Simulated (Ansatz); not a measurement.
A structure relaxed at r2SCAN-D4/def2-SVP in Ansatz, charge 0, singlet:

| atom | x (Å) | y (Å) | z (Å) |
| --- | --- | --- | --- |
| Ge1 | 0.014 | -0.540 | 0.289 |
| C2 | -1.512 | 0.589 | 0.033 |
| N3 | -2.464 | 1.244 | -0.108 |
| C4 | 1.492 | 0.358 | -0.536 |
| N5 | 2.408 | 0.880 | -1.028 |
| H6 | -0.225 | -1.860 | -0.431 |
| H7 | 0.287 | -0.670 | 1.781 |

Problem. Give its formula, name or SMILES and point group.

Solution. Ge(CN)2H2 (C2H2GeN2). Point group C2v (tolerance 0.1 Å).

Problem. Summarise the bond lengths by kind (pairs closer than 1.2 times the sum of covalent radii, bridged metal pairs left out).

Solution. 2 × C–Ge 1.92 Å; 2 × C–N 1.16 Å; 2 × Ge–H 1.52 Å.
